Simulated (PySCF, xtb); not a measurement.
C2H7ClOSi2, SMILES [SiH2](Cl)OC(=C)[SiH3].

GFN2-xTB (xtb) at its own geometry gives an orbital gap of 4.43 eV and a dipole moment of 1.95 D.

Geometry: B3LYP-D3(BJ)/def2-SVP. This is a generated structure with no PubChem entry under its InChIKey; it may be hypothetical. One conformer was computed; it need not be the lowest.

Task: What does ωB97X/def2-TZVP run with PySCF give? (Estimate from the structure and the level; the computed values follow.)

Result: gap 11.46 eV (levels -9.74 and 1.72 eV), dipole 1.08 D.
